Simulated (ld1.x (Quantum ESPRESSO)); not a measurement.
## holmium: excitation energies, all-electron against TM

Ho (Z = 67), norm-conserving Troullier–Martins (Kleinman–Bylander form), made with ld1.x (Quantum ESPRESSO) 7.5 (PW91, scalar-relativistic). Core [Xe], reference 4f11 5d0 6s1 6p0 (charge +1). Waves: 6p (bound, empty): rc 3.40 bohr; 5d (bound, empty): rc 2.00 bohr; 4f (bound): rc 1.05 bohr; 6s (bound): rc 3.20 bohr. Local part: the s channel. Core correction: a·sin(br)/r model core, default radius (core density twice the valence density).

Energies are relative to the spin-unpolarised reference configuration 4f11 5d0 6s1 6p0; without spin polarisation the order of configurations can differ from experiment.

Problem. Give the all-electron excitation energy and the error of the potential for: 4f11 5d0 6s2 6p0; 4f11 5d0 6s0 6p0; 4f10 5d0 6s0 6p0; 4f11 5d0 6s0 6p2; 4f11 5d1 6s0 6p0; 4f9 5d0 6s0 6p0; 4f11 5d0 6s0 6p1.

Solution.

```tsv
valence configuration	charge	ΔE all-electron (eV)	error AE − PS (meV)
4f11 5d0 6s2 6p0	0	-6.345	-2.2
4f11 5d0 6s0 6p0	+2	11.848	-27
4f10 5d0 6s0 6p0	+3	37.907	-2484
4f11 5d0 6s0 6p2	0	-0.681	-10
4f11 5d1 6s0 6p0	+1	2.309	-42
4f9 5d0 6s0 6p0	+4	83.214	-10624
4f11 5d0 6s0 6p1	+1	3.537	-13
```

Levels in the configuration 4f11 5d0 6s0 6p2:

```tsv
level	all-electron (eV)	pseudo (eV)
4f	-6.022	-6.162
6p	-2.328	-2.330
```

These tests converged, but a pseudo level misses the all-electron one widely, so the file describes the atom poorly there or has found another state: 4f10 5d0 6s0 6p0: 4f by 5.2 eV; 4f9 5d0 6s0 6p0: 4f by 11.1 eV (a node warning on the way).
